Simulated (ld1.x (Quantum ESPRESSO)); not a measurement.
**Logarithmic derivatives: Tc, TM**

- Element: technetium
- Generator: ld1.x (Quantum ESPRESSO) 7.5
- Type: norm-conserving Troullier–Martins (Kleinman–Bylander form)
- Functional: PBE
- Relativity: scalar-relativistic
- Frozen core: [Ar] 3d10
- Valence charge: 15
- Reference configuration: 4s2 4p6 4d5 5s0 5p0 (charge +2)
- Partial waves: 4p (bound): rc 1.45 bohr; 4d (bound): rc 2.25 bohr; 4f channel at 0.35 Ry: rc 2.45 bohr; 4s (bound): rc 1.70 bohr
- Local potential: the s channel
- Core correction: Bessel-smoothed model core inside 1.30 bohr

The phase is arctan(r·u′/u) with u = r·R(r), unwrapped; energies in Ry, scanned from -9 to 5 Ry. A pole is an energy at which the radial function vanishes at the test radius. The pseudo phase is shifted by a multiple of π to meet the all-electron one at the reference energy, and phase errors are pseudo minus all-electron; the curves can meet again beyond the range given. Levels narrower than the energy grid can be missing from the lists of poles.

Q: For each channel, where are the poles, and over which energies does the pseudopotential scatter like the atom?

A:

| channel | radius (bohr) | reference energy (Ry) | poles, all-electron | poles, pseudo | unbroken range about the reference energy with phases within 0.05 rad | phase error 1 Ry above the reference energy (rad) |
| --- | --- | --- | --- | --- | --- | --- |
| s | 2.64 | -6.59 | -6.56, 1.08 | -6.56, 0.03 | below -2.6 | -0.001 |
| p | 2.64 | -4.53 | -4.46, 2.31 | -4.46, 1.59 | below -1.6 | -0.002 |
| d | 2.64 | -1.65 | -1.30, 4.57 | -1.30, 3.68 | below 0.2 | -0.010 |
| f | 2.64 | 0.35 | 1.87 | 1.85 | below 3.8 | -0.003 |

Phases in the d channel:

```json
{"E (Ry)": "-9.00", "all-electron": "1.435", "pseudo": "1.435"}
{"E (Ry)": "-8.52", "all-electron": "1.431", "pseudo": "1.431"}
{"E (Ry)": "-8.04", "all-electron": "1.426", "pseudo": "1.426"}
{"E (Ry)": "-7.56", "all-electron": "1.420", "pseudo": "1.420"}
{"E (Ry)": "-7.08", "all-electron": "1.414", "pseudo": "1.414"}
{"E (Ry)": "-6.60", "all-electron": "1.407", "pseudo": "1.407"}
{"E (Ry)": "-6.12", "all-electron": "1.399", "pseudo": "1.399"}
{"E (Ry)": "-5.64", "all-electron": "1.390", "pseudo": "1.389"}
{"E (Ry)": "-5.16", "all-electron": "1.378", "pseudo": "1.378"}
{"E (Ry)": "-4.68", "all-electron": "1.364", "pseudo": "1.364"}
{"E (Ry)": "-4.20", "all-electron": "1.347", "pseudo": "1.346"}
{"E (Ry)": "-3.72", "all-electron": "1.323", "pseudo": "1.322"}
{"E (Ry)": "-3.24", "all-electron": "1.286", "pseudo": "1.285"}
{"E (Ry)": "-2.76", "all-electron": "1.223", "pseudo": "1.221"}
{"E (Ry)": "-2.28", "all-electron": "1.054", "pseudo": "1.050"}
{"E (Ry)": "-1.80", "all-electron": "-0.423", "pseudo": "-0.427"}
{"E (Ry)": "-1.32", "all-electron": "-1.560", "pseudo": "-1.563"}
{"E (Ry)": "-0.84", "all-electron": "-1.729", "pseudo": "-1.736"}
{"E (Ry)": "-0.36", "all-electron": "-1.834", "pseudo": "-1.851"}
{"E (Ry)": "0.12", "all-electron": "-1.958", "pseudo": "-2.003"}
{"E (Ry)": "0.60", "all-electron": "-2.181", "pseudo": "-2.333"}
{"E (Ry)": "1.08", "all-electron": "-2.749", "pseudo": "-3.282"}
{"E (Ry)": "1.56", "all-electron": "-3.765", "pseudo": "-4.151"}
{"E (Ry)": "2.04", "all-electron": "-4.267", "pseudo": "-4.441"}
{"E (Ry)": "2.52", "all-electron": "-4.462", "pseudo": "-4.569"}
{"E (Ry)": "3.00", "all-electron": "-4.562", "pseudo": "-4.642"}
{"E (Ry)": "3.48", "all-electron": "-4.625", "pseudo": "-4.694"}
{"E (Ry)": "3.96", "all-electron": "-4.669", "pseudo": "-4.736"}
{"E (Ry)": "4.44", "all-electron": "-4.704", "pseudo": "-4.775"}
{"E (Ry)": "4.92", "all-electron": "-4.735", "pseudo": "-4.815"}
```
